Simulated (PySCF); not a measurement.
C2H4ClGaO, singlet, geometry from GFN2-xTB (such geometries of metal compounds can be far from the true shape); CASSCF(2,4)/STO-3G (PySCF).

Here is a job for PySCF.
```python
from pyscf import gto, scf, mcscf
import numpy

mol = gto.M(
    atom='''
Ga    0.02219227    0.07685735    0.06866463
Cl   -1.90662975    0.40338270    0.85002594
C     0.63088170   -1.22943329   -1.33698694
C     1.90261351   -1.27980813   -1.69330353
H    -0.11751568   -1.87911690   -1.78168798
H     2.26364882   -1.96941739   -2.44497512
H     2.63642142   -0.62754985   -1.24259132
O     1.30339851    1.06697705    0.71235032
H     1.31403149    1.75563259    1.37315012
''',
    basis='sto-3g',
    verbose=4,
)

mf = scf.RHF(mol)
mf.kernel()
mc = mcscf.CASSCF(mf, 4, 2)
mc.fix_spin_(ss=0.0)
mc.kernel()
occ = numpy.linalg.eigvalsh(mc.fcisolver.make_rdm1(mc.ci, mc.ncas, mc.nelecas))[::-1]
ss = mc.fcisolver.spin_square(mc.ci, mc.ncas, mc.nelecas)[0]
print('natural occupations', occ.round(4), ' <S^2>', round(ss, 4))
```

What the program printed (banner, timings and long lists left out):

```
PySCF version 2.14.0

[INPUT] verbose = 4
[INPUT] num. atoms = 9
[INPUT] num. electrons = 72
[INPUT] charge = 0
[INPUT] spin (= nelec alpha-beta = 2S) = 0
[INPUT] symmetry False subgroup None
[INPUT] Mole.unit = angstrom
[INPUT] Symbol           X                Y                Z      unit          X                Y                Z       unit  Magmom
[...]
nuclear repulsion = 421.945302718849
number of shells = 26
number of NR pGTOs = 138
number of NR cGTOs = 46
basis = sto-3g
ecp = {}

******** <class 'pyscf.scf.hf.RHF'> ********
method = RHF
initial guess = minao
damping factor = 0
level_shift factor = 0
DIIS = <class 'pyscf.scf.diis.CDIIS'>
diis_start_cycle = 1
diis_space = 8
diis_damp = 0
SCF conv_tol = 1e-09
SCF conv_tol_grad = None
SCF max_cycles = 50
direct_scf = True
direct_scf_tol = 1e-13
Set gradient conv threshold to 3.16228e-05
Initial guess from minao.
init E= -2504.22851970079
[...]
cycle= 1 E= -2506.28354173202  delta_E= -2.06  |g|= 0.621  |ddm|= 3.68
[...]
cycle= 2 E= -2506.46370365672  delta_E= -0.18  |g|= 0.201  |ddm|= 1.39
[...]
cycle= 3 E= -2506.47930876196  delta_E= -0.0156  |g|= 0.0533  |ddm|= 0.357
[...]
cycle= 4 E= -2506.48093801292  delta_E= -0.00163  |g|= 0.0151  |ddm|= 0.12
[...]
cycle= 5 E= -2506.48111872921  delta_E= -0.000181  |g|= 0.00533  |ddm|= 0.0452
[...]
cycle= 6 E= -2506.48115065905  delta_E= -3.19e-05  |g|= 0.00252  |ddm|= 0.0197
[...]
cycle= 7 E= -2506.48115901324  delta_E= -8.35e-06  |g|= 0.00109  |ddm|= 0.0126
[...]
cycle= 8 E= -2506.48116049555  delta_E= -1.48e-06  |g|= 0.000472  |ddm|= 0.00484
[...]
cycle= 9 E= -2506.48116095361  delta_E= -4.58e-07  |g|= 0.000146  |ddm|= 0.00361
[...]
cycle= 10 E= -2506.48116098873  delta_E= -3.51e-08  |g|= 5.53e-05  |ddm|= 0.000858
[...]
cycle= 11 E= -2506.48116099491  delta_E= -6.18e-09  |g|= 2.35e-05  |ddm|= 0.000346
[...]
cycle= 12 E= -2506.48116099616  delta_E= -1.25e-09  |g|= 1.03e-05  |ddm|= 0.000148
[...]
cycle= 13 E= -2506.48116099646  delta_E= -2.91e-10  |g|= 3.09e-06  |ddm|= 8.47e-05
[...]
Extra cycle  E= -2506.48116099645  delta_E= 8.64e-12  |g|= 2.04e-06  |ddm|= 8.78e-06
converged SCF energy = -2506.48116099645

******** <class 'pyscf.mcscf.mc1step.CASSCF'> ********
CAS (1e+1e, 4o), ncore = 35, nvir = 7
max_cycle_macro = 50
max_cycle_micro = 4
conv_tol = 1e-07
conv_tol_grad = None
orbital rotation max_stepsize = 0.02
orbital rotation threshold for CI restart = 0.01
augmented hessian ah_max_cycle = 30
augmented hessian ah_conv_tol = 1e-12
[...]
CASCI E = -2506.48142847889  S^2 = 0.0000000
[...]
macro iter  40 ( 21 JK    4 micro), CASSCF E = -2506.49254739994  dE = -1.57640211e-05  S^2 = 0.0000000
               |grad[o]|=0.00887  |grad[c]|=0.00898  |ddm|=0.0192  |maxRot[o]|=0.00419
macro iter  41 ( 21 JK    4 micro), CASSCF E = -2506.49256240239  dE = -1.50024534e-05  S^2 = 0.0000000
               |grad[o]|=0.00884  |grad[c]|=0.00897  |ddm|=0.0192  |maxRot[o]|=0.0042
macro iter  42 ( 21 JK    4 micro), CASSCF E = -2506.49257664115  dE = -1.42387571e-05  S^2 = 0.0000000
               |grad[o]|=0.00881  |grad[c]|=0.00895  |ddm|=0.0192  |maxRot[o]|=0.00421
macro iter  43 ( 21 JK    4 micro), CASSCF E = -2506.49259011398  dE = -1.34728311e-05  S^2 = 0.0000000
               |grad[o]|=0.00879  |grad[c]|=0.00893  |ddm|=0.0192  |maxRot[o]|=0.00422
macro iter  44 ( 21 JK    4 micro), CASSCF E = -2506.49260281862  dE = -1.27046360e-05  S^2 = 0.0000000
               |grad[o]|=0.00876  |grad[c]|=0.00892  |ddm|=0.0192  |maxRot[o]|=0.00423
macro iter  45 ( 21 JK    4 micro), CASSCF E = -2506.49261475269  dE = -1.19340725e-05  S^2 = 0.0000000
               |grad[o]|=0.00874  |grad[c]|=0.00891  |ddm|=0.0193  |maxRot[o]|=0.00423
macro iter  46 ( 21 JK    4 micro), CASSCF E = -2506.49262591383  dE = -1.11611448e-05  S^2 = 0.0000000
               |grad[o]|=0.00871  |grad[c]|=0.00889  |ddm|=0.0193  |maxRot[o]|=0.00424
macro iter  47 ( 21 JK    4 micro), CASSCF E = -2506.49263629962  dE = -1.03857897e-05  S^2 = 0.0000000
               |grad[o]|=0.00869  |grad[c]|=0.00889  |ddm|=0.0193  |maxRot[o]|=0.00424
macro iter  48 ( 21 JK    4 micro), CASSCF E = -2506.49264590765  dE = -9.60802208e-06  S^2 = 0.0000000
               |grad[o]|=0.00867  |grad[c]|=0.00888  |ddm|=0.0193  |maxRot[o]|=0.00424
macro iter  49 ( 21 JK    4 micro), CASSCF E = -2506.49265473553  dE = -8.82788208e-06  S^2 = 0.0000000
               |grad[o]|=0.00865  |grad[c]|=0.00887  |ddm|=0.0194  |maxRot[o]|=0.00424
macro iter  50 ( 21 JK    4 micro), CASSCF E = -2506.49266278097  dE = -8.04544061e-06  S^2 = 0.0000000
               |grad[o]|=0.00863  |grad[c]|=0.00887  |ddm|=0.0194  |maxRot[o]|=0.00424
1-step CASSCF not converged,  50 macro (1046 JK 200 micro) steps
CASSCF canonicalization
Density matrix diagonal elements [1.96300536e+00 4.56165887e-05 3.68579994e-02 9.10276202e-05]
CASSCF energy = -2506.49266278097
CASCI E = -2506.49266278097  E(CI) = -1.54267002388360  S^2 = 0.0000000
natural occupations [1.9699e+00 2.9900e-02 1.0000e-04 0.0000e+00]  <S^2> 0.0
```

Convergence was not reached.
